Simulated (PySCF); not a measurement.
C5H8FN.
Numbering: `[CH3:1][CH2:2][CH2:3][C@H:4]([F:5])[C:6]#[N:7]` (hydrogens: H8, H9, H10 on C1; H11, H12 on C2; H13, H14 on C3; H15 on C4)

Geometry (PBE0-D3(BJ)/def2-SVP, Å), atoms numbered from 1 in this order:
```xyz
15
C5H8FN angstrom
C     -2.0049    0.6540   -0.0319
C     -0.5286    0.6942   -0.3928
C      0.0711   -0.6953   -0.5570
C      1.5477   -0.6895   -0.9148
F      1.9917   -1.9732   -1.0973
C      2.3619   -0.0434    0.1287
N      2.9801    0.4724    0.9586
H     -2.1681    0.1219    0.9184
H     -2.4155    1.6681    0.0798
H     -2.5948    0.1378   -0.8057
H     -0.3898    1.2659   -1.3271
H      0.0278    1.2438    0.3852
H     -0.0530   -1.2840    0.3666
H     -0.4444   -1.2479   -1.3593
H      1.7126   -0.1337   -1.8557
```

Computed, not measured: core-valence-separated Tamm–Dancoff BHandHLYP/aug-pcX-1 (pcseg-1 on H) in PySCF, non-relativistic, gas phase, PBE0-D3(BJ)/def2-SVP geometry.

Computed carbon K-edge spectrum, Gaussian lines of 0.3 eV full width, highest printed point 100; it ends one width below the last computed root. The energies are unshifted.

photon energy (eV), absorption and a bar:
```
    283.3          1 
    283.4          9 ###
    283.5         35 ##########
    283.6         71 #####################
    283.7         83 #########################
    283.8         76 #######################
    283.9         87 ##########################
    284.0         92 ############################
    284.1         59 ##################
    284.2         21 ######
    284.3          4 #
    284.4          0 
    284.5          0 
    284.6          0 
    284.7          0 
    284.8          0 
    284.9          0 
    285.0          0 
    285.1          1 
    285.2          3 #
    285.3          9 ###
    285.4         12 ####
    285.5         11 ###
    285.6         12 ####
    285.7         19 ######
    285.8         27 ########
    285.9         36 ###########
    286.0         61 ##################
    286.1         92 ############################
    286.2         94 ############################
    286.3         73 ######################
    286.4         67 ####################
    286.5         73 ######################
    286.6         69 #####################
    286.7         46 ##############
    286.8         25 ########
    286.9         24 #######
    287.0         48 ##############
    287.1         86 ##########################
    287.2        100 ##############################
    287.3         73 ######################
    287.4         44 #############
    287.5         33 ##########
    287.6         26 ########
```

Task: Where are the maxima, and which lines make them up?

Result: 6 maxima:
- 283.7 eV: C6 (nitrile carbon), 283.66 eV, f = 0.056, 1s→π*, 93 % of the height at the exact maximum
- 284.0 eV: C6 (nitrile carbon), 283.98 eV, f = 0.065, 95 % of the height at the exact maximum
- 285.4 eV: C1 (methyl carbon), 285.41 eV, f = 0.009, 97 % of the height at the exact maximum
- 286.2 eV: C1 (methyl carbon), 286.16 eV, f = 0.055, sum of 2, 78 % of the height at the exact maximum; C3 (chain CH2 carbon), 286.05 eV, f = 0.016, 16 % of the height at the exact maximum
- 286.5 eV: C2 (chain CH2 carbon), 286.48 eV, f = 0.024, 42 % of the height at the exact maximum; C3 (chain CH2 carbon), 286.61 eV, f = 0.025, 38 % of the height at the exact maximum
- 287.2 eV: C4 (sp3 C–F carbon), 287.20 eV, f = 0.047, 64 % of the height at the exact maximum; C3 (chain CH2 carbon), 287.15 eV, f = 0.018, 25 % of the height at the exact maximum

Further lines of some strength in the range: C2, 285.79 eV, f = 0.016; C3, 286.37 eV, f = 0.011; C3, 287.46 eV, f = 0.009; C1, 287.50 eV, f = 0.007.

Roots within 0.03 eV on the same or equivalent atoms count as one line; shares under 12 % aren't listed.

Vibrational structure and lifetime widths aren't in the curve. The ionisation threshold wasn't computed; near and above it a finite basis only mimics Rydberg series and continuum.

One conformer stands for the species.
